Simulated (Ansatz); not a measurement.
C2H10AlBSi can be A, `[CH3][Al]([CH3])[BH][SiH3]`, or B, `C[SiH2][B](C)[AlH2]`.

Calculated with Ansatz (gas phase, PBE0-D4/def2-TZVP geometries, no zero-point term in ΔE). CCSD(T)/CBS adds triple-zeta CCSD(T) − MP2 to the extrapolated MP2 energy (def2 sets, frozen cores). Functionals use def2-TZVPP. B3LYP here is the variant with VWN-RPA as its local correlation; programs differ in this. Each species was taken in one conformer, which may not be the lowest.

(1) Which is lower in electronic energy at CCSD(T)/CBS, and by how much? (An estimate is asked.)

(2) Give E(B) − E(A) in kJ/mol with PBE-D4, PBE0-D4, B3LYP, r2SCAN-D4, ωB97M-V, HF/def2-TZVPP, B3LYP-D4. (Best estimate.)

Largest T1 diagnostic: 0.012.

## Answers

(1) Computed: A, by 8.6 kJ/mol.

(2) The calculation gave: PBE-D4 2.8, PBE0-D4 2.6, B3LYP 11.3, r2SCAN-D4 7.3, ωB97M-V 6.3, HF/def2-TZVPP 8.1, B3LYP-D4 5.0. None reverses the order clearly.

The D4 term adds −6.2 kJ/mol with B3LYP and −3.2 kJ/mol with PBE0; it sums over pairs of atoms, weighted by their polarisabilities, and B3LYP, whose exchange is more repulsive, gets the larger term.
